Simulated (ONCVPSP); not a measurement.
# Pseudopotential generation for Bi (Z = 83): ONCV, revPBE, fully relativistic.

Input for ONCVPSP 4.0.1:

```
# ATOM AND REFERENCE CONFIGURATION
# atsym  z   nc   nv     iexc    psfile
  Bi 83.00   10    5  -102130      upf
#
#   n    l    f
    1    0    2.00
    2    0    2.00
    2    1    6.00
    3    0    2.00
    3    1    6.00
    3    2   10.00
    4    0    2.00
    4    1    6.00
    4    2   10.00
    4    3   14.00
    5    0    2.00
    5    1    6.00
    5    2   10.00
    6    0    2.00
    6    1    3.00
#
# PSEUDOPOTENTIAL AND OPTIMIZATION
# lmax
    2
#
#   l,   rc,      ep,       ncon, nbas, qcut
    0    1.40    0.00    3    7    9.60
    1    1.50    0.00    4    7    8.90
    2    1.40    0.00    4    9    9.00
#
# LOCAL POTENTIAL
# lloc, lpopt,  rc(5),   dvloc0
    2    5    1.40    0.00
#
# VANDERBILT-KLEINMAN-BYLANDER PROJECTORs
# l, nproj, debl
    0    3    0.80
    1    2    1.40
    2    0    1.60
#
# MODEL CORE CHARGE
# icmod, fcfact, rcfact
    3    2.50    1.60
#
# LOG DERIVATIVE ANALYSIS
# epsh1, epsh2, depsh
   -7.00    5.00    0.04
#
# OUTPUT GRID
# rlmax, drl
    6.00    0.01
#
# TEST CONFIGURATIONS
# ncnf
    4
# nvcnf
#   n    l    f
    5
    5    0    2.00
    5    1    6.00
    5    2   10.00
    6    0    2.00
    6    1    2.00
#
    5
    5    0    2.00
    5    1    6.00
    5    2   10.00
    6    0    2.00
    6    1    1.00
#
    5
    5    0    2.00
    5    1    6.00
    5    2   10.00
    6    0    2.00
    6    1    0.00
#
    5
    5    0    2.00
    5    1    6.00
    5    2   10.00
    6    0    2.00
    6    1    2.50
#
```

Command:

```bash
oncvpspr.x < Bi.dat > Bi.out
```

Resulting log (shortened: citation, most of the input echo, consistency checks and plot data are left out):

```
ONCVPSP  (Optimized Norm-Conservinng Vanderbilt PSeudopotential)
relativistic version 4.0.1

#   n    l    f        energy (Ha)
    1    0    2.00    -3.3267116D+03
    2    0    2.00    -5.9716044D+02
    2    1    6.00    -4.8835502D+02    -5.7361652D+02
    3    0    2.00    -1.4412228D+02
    3    1    6.00    -1.1442024D+02    -1.3351162D+02
    3    2   10.00    -9.3045403D+01    -9.7091575D+01
    4    0    2.00    -3.3076168D+01
    4    1    6.00    -2.3761935D+01    -2.8466058D+01
    4    2   10.00    -1.5402613D+01    -1.6280398D+01
    4    3   14.00    -5.4934462D+00    -5.6951810D+00
    5    0    2.00    -5.7751728D+00
    5    1    6.00    -3.2749429D+00    -4.1795234D+00
    5    2   10.00    -9.4489085D-01    -1.0549516D+00
    6    0    2.00    -5.2666212D-01
    6    1    3.00    -1.4719870D-01    -2.1774506D-01

Reference configufation results
  iterations    22
  all-electron total energy (Ha)   -2.15818827D+04

Begin loop to  construct optimized pseudo wave functions
and semi-local pseudopoentials for all angular momenta

   Wellstate for l =  0  n =  7 kap= -1
     eigenvalue =   0.2733
     asymptotic potential =   0.7733
     half-point radius =  5.5620

Calculating optimized projector #   1

 for l=   0

    Fraction of norm inside rc  0.970240
    Optimizing pswf for qcut=   9.61 a_B^-1,  ecut=  46.16 Ha
    Residual kinetic energy error=  1.25D-06 Ha

    Energy error per electron        Cutoff
         Ha          eV             Ha
         0.01000     0.27211       25.78
         0.00100     0.02721       32.62
         0.00010     0.00272       37.68
         0.00001     0.00027       41.76

Calculating optimized projector #   2

 for l=   0

    Fraction of norm inside rc  0.115552
    Optimizing pswf for qcut=   9.61 a_B^-1,  ecut=  46.16 Ha
    Residual kinetic energy error=  1.34D-06 Ha

    Energy error per electron        Cutoff
         Ha          eV             Ha
         0.01000     0.27211       24.08
         0.00100     0.02721       32.11
         0.00010     0.00272       37.82
         0.00001     0.00027       42.21

Calculating optimized projector #   3

 for l=   0

    Fraction of norm inside rc  0.041901
    Optimizing pswf for qcut=   9.61 a_B^-1,  ecut=  46.16 Ha
    Residual kinetic energy error=  6.34D-07 Ha

    Energy error per electron        Cutoff
         Ha          eV             Ha
         0.01000     0.27211       20.09
         0.00100     0.02721       29.47
         0.00010     0.00272       36.24
         0.00001     0.00027       40.94

Calculating optimized projector #   1

 for l=   1

    Fraction of norm inside rc  0.935216
    Optimizing pswf for qcut=   8.89 a_B^-1,  ecut=  39.49 Ha
    Residual kinetic energy error=  3.43D-06 Ha

    Energy error per electron        Cutoff
         Ha          eV             Ha
         0.01000     0.27211       13.74
         0.00100     0.02721       24.90
         0.00010     0.00272       32.34
         0.00001     0.00027       37.33

Calculating optimized projector #   2

 for l=   1

    Fraction of norm inside rc  0.042192
    Optimizing pswf for qcut=   8.89 a_B^-1,  ecut=  39.49 Ha
    Residual kinetic energy error=  5.27D-06 Ha

    Energy error per electron        Cutoff
         Ha          eV             Ha
         0.01000     0.27211       11.04
         0.00100     0.02721       16.12
         0.00010     0.00272       31.39
         0.00001     0.00027       37.89

Calculating optimized projector #   1

 for l=   1

    Fraction of norm inside rc  0.967699
    Optimizing pswf for qcut=   8.89 a_B^-1,  ecut=  39.49 Ha
    Residual kinetic energy error=  6.60D-07 Ha

    Energy error per electron        Cutoff
         Ha          eV             Ha
         0.01000     0.27211       18.14
         0.00100     0.02721       22.19
         0.00010     0.00272       25.46
         0.00001     0.00027       28.34

Calculating optimized projector #   2

 for l=   1

    Fraction of norm inside rc  0.072307
    Optimizing pswf for qcut=   8.89 a_B^-1,  ecut=  39.49 Ha
    Residual kinetic energy error=  7.01D-06 Ha

    Energy error per electron        Cutoff
         Ha          eV             Ha
         0.01000     0.27211       14.42
         0.00100     0.02721       18.67
         0.00010     0.00272       24.33
         0.00001     0.00027       38.28

Calculating optimized projector #   1

 for l=   2

    Fraction of norm inside rc  0.678705
    Optimizing pswf for qcut=   9.01 a_B^-1,  ecut=  40.60 Ha
    Residual kinetic energy error=  1.59D-06 Ha

    Energy error per electron        Cutoff
         Ha          eV             Ha
         0.01000     0.27211       21.00
         0.00100     0.02721       26.09
         0.00010     0.00272       30.46
         0.00001     0.00027       34.16

Calculating optimized projector #   1

 for l=   2

    Fraction of norm inside rc  0.712954
    Optimizing pswf for qcut=   9.01 a_B^-1,  ecut=  40.60 Ha
    Residual kinetic energy error=  7.15D-07 Ha

    Energy error per electron        Cutoff
         Ha          eV             Ha
         0.01000     0.27211       22.41
         0.00100     0.02721       28.10
         0.00010     0.00272       32.61
         0.00001     0.00027       36.39

Construct Vanderbilt / Kleinmman-Bylander projectors

B matrix Hermiticity error, ll=  0  kap= -1
   1   2    1.4246D-03
   1   3   -9.6080D-04
   2   3    5.2777D-05

  Orthonormal projector coefficients  1.4635E+01  1.2835E+00 -8.9513E-02

B matrix Hermiticity error, ll=  1  kap= -2
   1   2    4.7198D-04

  Orthonormal projector coefficients  4.9601E+00  5.6390E-01

B matrix Hermiticity error, ll=  1  kap=  1
   1   2    7.5738D-04

  Orthonormal projector coefficients  2.6605E+00 -3.9820E-01

 Orthonormal scalar projector coefficients, l =  1
  4.1482E+00  3.2718E-01 -3.8710E-02  1.6676E-04

 Orthonormal spin-orbit projector coefficients, l =  1
  1.8205E+00  3.2513E-01  3.0732E-02 -1.9265E-03

 Orthonormal scalar projector coefficients, l =  2

 Orthonormal spin-orbit projector coefficients, l =  2

Model core correction analysis
  based on d2Exc/dn_idn_j

d2excae - all-electron derivatives

   -2.616586D-02   -2.198007D-02   -1.305315D-02   -2.057826D-03
   -1.073435D-03
   -2.198013D-02   -2.063646D-02   -1.478794D-02   -2.538737D-03
   -1.070437D-03
   -1.305320D-02   -1.478796D-02   -1.509472D-02   -6.613921D-03
   -2.721168D-03
   -2.057830D-03   -2.538706D-03   -6.613758D-03   -1.791519D-02
   -1.319251D-02
   -1.073444D-03   -1.070435D-03   -2.721108D-03   -1.319235D-02
   -1.598081D-02

d2excps - pseudofunction derivatives with no core correction

   -4.803352D-02   -3.681589D-02   -2.003864D-02   -4.363993D-03
   -1.976307D-03
   -3.681719D-02   -3.257838D-02   -2.180741D-02   -4.236738D-03
   -1.744620D-03
   -2.003900D-02   -2.180753D-02   -2.162994D-02   -8.903814D-03
   -3.543611D-03
   -4.364367D-03   -4.236667D-03   -8.903376D-03   -2.383084D-02
   -1.751465D-02
   -1.976466D-03   -1.744621D-03   -3.543361D-03   -1.751380D-02
   -2.163058D-02

rms 2nd derivative error    7.576154E-03

rmatch, rhocmatch    0.7014   31.7124

Teter function model core charge with specified parameters

d2excps - pseudofunction derivatives with core correction

   -2.994988D-02   -2.561843D-02   -1.571815D-02   -2.557416D-03
   -1.236687D-03
   -2.561848D-02   -2.424234D-02   -1.812269D-02   -3.311769D-03
   -1.251776D-03
   -1.571818D-02   -1.812266D-02   -1.964007D-02   -8.696895D-03
   -3.383000D-03
   -2.557391D-03   -3.311659D-03   -8.696475D-03   -2.360138D-02
   -1.743499D-02
   -1.236693D-03   -1.251749D-03   -3.382751D-03   -1.743413D-02
   -2.159223D-02

rms 2nd derivative error    2.980466E-03

Pseudoatom total energy -217.689259

Diagnostic tests using Vanderbilt-Kleinman-Bylander pseudopotentials
  relativistic with J = L +/- 1/2 projectors

   l  kap   rcore       rmatch      e in        delta e    norm test   slope test

   0  -1   1.4038480   1.4464718  -5.7751728  -0.0000064   1.0004029   1.0003727
   0  -1   1.4038480   1.4464718  -0.5266621   0.0000130   1.0000783   1.0000605
   0  -1   1.4038480   1.4464718   0.2733379   0.0000640   1.0004155   1.0004155

   1  -2   1.5083282   1.5541243  -3.2749429   0.0000050   1.0002637   1.0002700
   1   1   1.5083282   1.5541243  -4.1795234   0.0000067   1.0003902   1.0003723
   1  -2   1.5083282   1.5541243  -0.1471987   0.0000069   1.0000727   1.0000517
   1   1   1.5083282   1.5541243  -0.2177451   0.0000197   1.0000746   1.0000659

   2  -3   1.4038480   1.4464718  -0.9448909  -0.0425714   1.0096211   0.9695296
   2   2   1.4038480   1.4464718  -1.0549516   0.0674894   0.9842707   1.0442225

Diagnostic tests using Vanderbilt-Kleinman-Bylander pseudopotentials
  relativistic with scalar and spin-orbit non-local projectors

   l  kap   rcore       rmatch      e in        delta e    norm test   slope test

   0  -1   1.4038480   1.4464718  -5.7751728  -0.0000064   1.0004029   1.0003727
   0  -1   1.4038480   1.4464718  -0.5266621   0.0000130   1.0000783   1.0000605
   0  -1   1.4038480   1.4464718   0.2733379   0.0000640   1.0004155   1.0004155

   1  -2   1.5083282   1.5541243  -3.2749429   0.0000046   1.0002634   1.0002696
   1   1   1.5083282   1.5541243  -4.1795234   0.0000064   1.0003898   1.0003719
   1  -2   1.5083282   1.5541243  -0.1471987   0.0000069   1.0000722   1.0000518
   1   1   1.5083282   1.5541243  -0.2177451   0.0000195   1.0000739   1.0000662

   2  -3   1.4038480   1.4464718  -0.9448909  -0.0425714   1.0096211   0.9695296
   2   2   1.4038480   1.4464718  -1.0549516   0.0674894   0.9842707   1.0442225

Ghost test for J = L + 1/2

 Testing for bound ghosts
   n   l    E NL Schr. Eq   E Basis Diag.   E Cutoff

   1   0       -5.775179       -5.775181    134.62
   2   0       -0.526649       -0.497404    134.62

   2   1       -3.274938       -3.274937     99.00
   3   1       -0.147192       -0.053088     99.00

 Testing for highly-localized positive-energy ghosts
       l    <radius>/rc     E Basis Diag.   E Cutoff

       0        0.869864       21.354647    134.62  WARNING - GHOST(+)

Ghost test for J = L - 1/2

 Testing for bound ghosts
   n   l    E NL Schr. Eq   E Basis Diag.   E Cutoff

   1   0       -5.775179       -5.775181    134.62
   2   0       -0.526649       -0.497404    134.62

   2   1       -4.179517       -4.179516     99.00
   3   1       -0.217725       -0.161113     99.00

 Testing for highly-localized positive-energy ghosts
       l    <radius>/rc     E Basis Diag.   E Cutoff

       0        0.869864       21.354647    134.62  WARNING - GHOST(+)

Test configuration 0

   n   l kap    f        eae           eps        diff
   1   0  -1  2.0000-3326.71158896
   2   0  -1  2.0000 -597.16044229
   2   1  -2  4.0000 -488.35502402
   2   1   1  2.0000 -573.61651608
   3   0  -1  2.0000 -144.12227902
   3   1  -2  4.0000 -114.42024016
   3   1   1  2.0000 -133.51161770
   3   2  -3  6.0000  -93.04540325
   3   2   2  4.0000  -97.09157456
   4   0  -1  2.0000  -33.07616828
   4   1  -2  4.0000  -23.76193476
   4   1   1  2.0000  -28.46605778
   4   2  -3  6.0000  -15.40261296
   4   2   2  4.0000  -16.28039837
   4   3  -4  8.0000   -5.49344618
   4   3   3  6.0000   -5.69518103
   5   0  -1  2.0000   -5.77517280   -5.77517916   -6.35E-06
   5   1  -2  4.0000   -3.27494290   -3.27493792    4.98E-06
   5   1   1  2.0000   -4.17952343   -4.17951674    6.69E-06
   5   2  -3  6.0000   -0.94489085   -0.98746226   -4.26E-02
   5   2   2  4.0000   -1.05495164   -0.98746226    6.75E-02
   6   0  -1  2.0000   -0.52666212   -0.52664908    1.30E-05
   6   1  -2  2.0000   -0.14719870   -0.14719179    6.92E-06
   6   1   1  1.0000   -0.21774506   -0.21772534    1.97E-05

    Total energies and differences
      AE_ref= -2.15818827E+04  AE_tst= -2.15818827E+04  dif=  0.00E+00
      PS_ref= -2.17689259E+02  PS_tst= -2.17689259E+02  dif=  5.68E-14
      PSP excitation error= -5.68E-14

Test configuration 1

   n   l kap    f        eae           eps        diff
   1   0  -1  2.0000-3327.01401486
   2   0  -1  2.0000 -597.46178428
   2   1  -2  4.0000 -488.65640987
   2   1   1  2.0000 -573.91803916
   3   0  -1  2.0000 -144.42329736
   3   1  -2  4.0000 -114.72125718
   3   1   1  2.0000 -133.81266429
   3   2  -3  6.0000  -93.34639128
   3   2   2  4.0000  -97.39257088
   4   0  -1  2.0000  -33.37701254
   4   1  -2  4.0000  -24.06274790
   4   1   1  2.0000  -28.76690275
   4   2  -3  6.0000  -15.70338791
   4   2   2  4.0000  -16.58118637
   4   3  -4  8.0000   -5.79417360
   4   3   3  6.0000   -5.99591546
   5   0  -1  2.0000   -6.07540993   -6.07569940   -2.89E-04
   5   1  -2  4.0000   -3.57519087   -3.57530269   -1.12E-04
   5   1   1  2.0000   -4.47977496   -4.47997512   -2.00E-04
   5   2  -3  6.0000   -1.24374758   -1.28644977   -4.27E-02
   5   2   2  4.0000   -1.35415684   -1.28644977    6.77E-02
   6   0  -1  2.0000   -0.80724206   -0.80725347   -1.14E-05
   6   1  -2  1.3333   -0.39468032   -0.39467665    3.67E-06
   6   1   1  0.6667   -0.47953891   -0.47952803    1.09E-05

    Total energies and differences
      AE_ref= -2.15818827E+04  AE_tst= -2.15815892E+04  dif=  2.94E-01
      PS_ref= -2.17689259E+02  PS_tst= -2.17395731E+02  dif=  2.94E-01
      PSP excitation error=  1.04E-05

Test configuration 2

   n   l kap    f        eae           eps        diff
   1   0  -1  2.0000-3327.36624176
   2   0  -1  2.0000 -597.81192261
   2   1  -2  4.0000 -489.00662932
   2   1   1  2.0000 -574.26852200
   3   0  -1  2.0000 -144.77276932
   3   1  -2  4.0000 -115.07072387
   3   1   1  2.0000 -134.16219388
   3   2  -3  6.0000  -93.69581278
   3   2   2  4.0000  -97.74201036
   4   0  -1  2.0000  -33.72608111
   4   1  -2  4.0000  -24.41174042
   4   1   1  2.0000  -29.11597172
   4   2  -3  6.0000  -16.05229942
   4   2   2  4.0000  -16.93012808
   4   3  -4  8.0000   -6.14298084
   4   3   3  6.0000   -6.34473919
   5   0  -1  2.0000   -6.42302246   -6.42389267   -8.70E-04
   5   1  -2  4.0000   -3.92257348   -3.92292074   -3.47E-04
   5   1   1  2.0000   -4.82732667   -4.82794753   -6.21E-04
   5   2  -3  6.0000   -1.58808647   -1.63103411   -4.29E-02
   5   2   2  4.0000   -1.69916330   -1.63103411    6.81E-02
   6   0  -1  2.0000   -1.12308236   -1.12316691   -8.45E-05
   6   1  -2  0.6667   -0.67471649   -0.67474785   -3.14E-05
   6   1   1  0.3333   -0.77455196   -0.77458904   -3.71E-05

    Total energies and differences
      AE_ref= -2.15818827E+04  AE_tst= -2.15810260E+04  dif=  8.57E-01
      PS_ref= -2.17689259E+02  PS_tst= -2.16832523E+02  dif=  8.57E-01
      PSP excitation error=  4.66E-07

Test configuration 3

   n   l kap    f        eae           eps        diff
   1   0  -1  2.0000-3327.75794381
   2   0  -1  2.0000 -598.20039865
   2   1  -2  4.0000 -489.39522501
   2   1   1  2.0000 -574.65752223
   3   0  -1  2.0000 -145.16018392
   3   1  -2  4.0000 -115.45812738
   3   1   1  2.0000 -134.54969949
   3   2  -3  6.0000  -94.08315601
   3   2   2  4.0000  -98.12938294
   4   0  -1  2.0000  -34.11281797
   4   1  -2  4.0000  -24.79834650
   4   1   1  2.0000  -29.50270807
   4   2  -3  6.0000  -16.43877464
   4   2   2  4.0000  -17.31665390
   4   3  -4  8.0000   -6.52928603
   4   3   3  6.0000   -6.73107218
   5   0  -1  2.0000   -6.80728529   -6.80907350   -1.79E-03
   5   1  -2  4.0000   -4.30619965   -4.30691231   -7.13E-04
   5   1   1  2.0000   -5.21139798   -5.21267895   -1.28E-03
   5   2  -3  6.0000   -1.96662136   -2.00993701   -4.33E-02
   5   2   2  4.0000   -2.07871527   -2.00993701    6.88E-02
   6   0  -1  2.0000   -1.46408132   -1.46431317   -2.32E-04
   6   1  -2  0.0000   -0.97950098   -0.97950098    0.00E+00
   6   1   1  0.0000   -1.09447104   -1.09447104    0.00E+00

    Total energies and differences
      AE_ref= -2.15818827E+04  AE_tst= -2.15801650E+04  dif=  1.72E+00
      PS_ref= -2.17689259E+02  PS_tst= -2.15971436E+02  dif=  1.72E+00
      PSP excitation error= -7.56E-05

Test configuration 4

   n   l kap    f        eae           eps        diff
   1   0  -1  2.0000-3326.85557334
   2   0  -1  2.0000 -597.30399914
   2   1  -2  4.0000 -488.49859830
   2   1   1  2.0000 -573.76014441
   3   0  -1  2.0000 -144.26571269
   3   1  -2  4.0000 -114.56367352
   3   1   1  2.0000 -133.65506214
   3   2  -3  6.0000  -93.18882417
   3   2   2  4.0000  -97.23499855
   4   0  -1  2.0000  -33.21954005
   4   1  -2  4.0000  -23.90529581
   4   1   1  2.0000  -28.60942989
   4   2  -3  6.0000  -15.54595970
   4   2   2  4.0000  -16.42374975
   4   3  -4  8.0000   -5.63677550
   4   3   3  6.0000   -5.83851281
   5   0  -1  2.0000   -5.91833422   -5.91844812   -1.14E-04
   5   1  -2  4.0000   -3.41813069   -3.41817015   -3.95E-05
   5   1   1  2.0000   -4.32269840   -4.32277045   -7.21E-05
   5   2  -3  6.0000   -1.08756302   -1.13018606   -4.26E-02
   5   2   2  4.0000   -1.19776083   -1.13018606    6.76E-02
   6   0  -1  2.0000   -0.66153220   -0.66152663    5.57E-06
   6   1  -2  1.6667   -0.26603464   -0.26602668    7.96E-06
   6   1   1  0.8333   -0.34362370   -0.34360493    1.88E-05

    Total energies and differences
      AE_ref= -2.15818827E+04  AE_tst= -2.15817675E+04  dif=  1.15E-01
      PS_ref= -2.17689259E+02  PS_tst= -2.17574076E+02  dif=  1.15E-01
      PSP excitation error=  6.02E-06
```

The run took about 9.4 s on one core of a shared server CPU.
